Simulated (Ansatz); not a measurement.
Single points on the cluster Li₂I₂⁻.

```yaml
crystal:
  periodic: [false, false, false]
  atoms:
    - {symbol: Li, position_ang: [1.728741, -2.585516, 0.373190]}
    - {symbol: Li, position_ang: [-0.646792, 0.758844, -0.108852]}
    - {symbol: I, position_ang: [-2.942293, 1.778455, -0.257186]}
    - {symbol: I, position_ang: [1.860343, 0.048218, -0.007153]}
basis:
  gaussian: {orbitals: def2-SVPD, initial_orbitals: start.molden}
total_charge: -1
magnetization: {spin_polarized: true, initial_magnetization: 1}
hamiltonian: {xc: pbe, dispersion: d4}
scf: {omitted_lower_state_checks: [starts]}
output: {orbitals: {seedname: orbitals}}
```

The file start.molden holds the orbitals of an earlier run on this structure, at another level or in another basis.

```sh
$ ansatz run in.yaml --threads 4 --pin off --events-out ev --progress --plain --max-ram 3916MiB
```

Shortened log:

```
Functional definition: PBE
1060 factors; their error is unknown
mean field evaluation 1: about -16614.7689 eV, gradient 2.0e1 eV
mean field evaluation 2: about -16614.8920 eV, gradient 3.1e-1 eV
mean field evaluation 4: about -16614.8602 eV, gradient 3.0e-2 eV
mean field -16614.86019759 eV, -610.5848503046 hartree, gradient 4.0e-5 eV, S^2 0.750130; 0 other end points of the search recorded, 0 dependent functions left out
reference -16614.86024321 eV, -610.5848519811 hartree; 29, 28 occupied and 65, 66 virtual orbitals, 1060 factors
Total energy: -16614.93508461 eV, -610.5876023519 hartree
Checks for a lower state left out: starts
```

It took 1.5 s on 4 threads of Arm Neoverse V1 on a shared host.

The first input with `gaussian: {orbitals: def2-TZVPD, initial_orbitals: start.molden}`, `hamiltonian: {xc: {name: BHLYP}, dispersion: d4}`, `output: {forces: true, orbitals: {seedname: orbitals}}` (abridged; 4.2 s):

```
Functional definition: BHLYP
mean field -16615.09191048 eV, -610.5933655963 hartree, gradient 2.6e-5 eV, S^2 0.750152
Total energy: -16615.22354110 eV, -610.5982029323 hartree
Atom 0 force     0.011046     0.035544    -0.005115 eV/Å
Atom 1 force    -0.009226     0.029874    -0.004694 eV/Å
Atom 2 force     0.096445    -0.043893     0.006542 eV/Å
Atom 3 force    -0.098265    -0.021526     0.003268 eV/Å
Dipole moment:    -0.110779     1.339224    -0.193044 e Å
Checks for a lower state left out: starts
```

As the first input, with `gaussian: {orbitals: def2-TZVPD, initial_orbitals: start.molden}`, `hamiltonian: {xc: lda}` (abridged; 1.2 s):

```
Functional definition: SPW92
mean field -16587.33469435 eV, -609.5733067181 hartree, gradient 2.4e-5 eV, S^2 0.750290
Total energy: -16587.33474884 eV, -609.5733087206 hartree
Checks for a lower state left out: starts
```

First input, but with `hamiltonian: {xc: pbe0, dispersion: d4}` (abridged; 3.5 s):

```
Functional definition: PBE0
mean field -16616.70726076 eV, -610.6527286243 hartree, gradient 2.6e-5 eV, S^2 0.750117
Total energy: -16616.77498383 eV, -610.6552174011 hartree
Checks for a lower state left out: starts
```

The first input with `gaussian: {orbitals: def2-TZVPD, initial_orbitals: start.molden}`, `hamiltonian: {xc: {name: wB97X-V}}` (abridged; 9.5 s):

```
Functional definition: wB97X-V
mean field -16616.67461241 eV, -610.6515288196 hartree, gradient 1.6e-5 eV, S^2 0.750233
Total energy: -16616.67461301 eV, -610.6515288415 hartree
Checks for a lower state left out: starts
```

The first input with `gaussian: {orbitals: def2-TZVPD, initial_orbitals: start.molden}`, `hamiltonian: {xc: pbe}`, `correlation: {method: rpa}` and without the key `output` (abridged; 8.5 s):

```
Functional definition: PBE
mean field -16615.54201927 eV, -610.6099067891 hartree, gradient 1.4e-6 eV, S^2 0.750157
8 core orbitals not correlated: weight in the atoms' cores, before any rotation towards them, 1.000 or more for the frozen orbitals, at most 0.000 for the correlated occupied ones
Total energy: -16594.71423030 eV, -609.8444996623 hartree
Checks for a lower state left out: starts
```

First input, but with `gaussian: {orbitals: def2-TZVPD, initial_orbitals: start.molden}`, `correlation: {method: mp2}` and without the key `hamiltonian` (abridged; 6 s):

```
Functional definition: HF
mean field -16557.19123198 eV, -608.4655549078 hartree, gradient 2.7e-6 eV, S^2 0.750230
8 core orbitals not correlated: weight in the atoms' cores, before any rotation towards them, 1.000 or more for the frozen orbitals, at most 0.000 for the correlated occupied ones
second order -29.21486240 eV of doubles, -0.00000000 eV of singles
Total energy: -16586.40609438 eV, -609.5391812986 hartree
Checks for a lower state left out: starts
```

Geometry: r2SCAN-D4/def2-TZVPD.

In the def2 sets I takes a core potential; there is no spin–orbit coupling. Correlated methods freeze 8 core orbitals; core or outer-core shells of Li, I are correlated, in sets that lack core-valence functions. At PBE-D4/def2-SVPD, LDA (SPW92)/def2-TZVPD the highest occupied level of the charge -1 doublet lies above zero (up to 0.32 eV). By energy differences its removal costs 1.68 eV (vertical, to the charge 0 singlet, at PBE0-D4/def2-TZVPD). The structure comes from a short search, and lower isomers may exist.
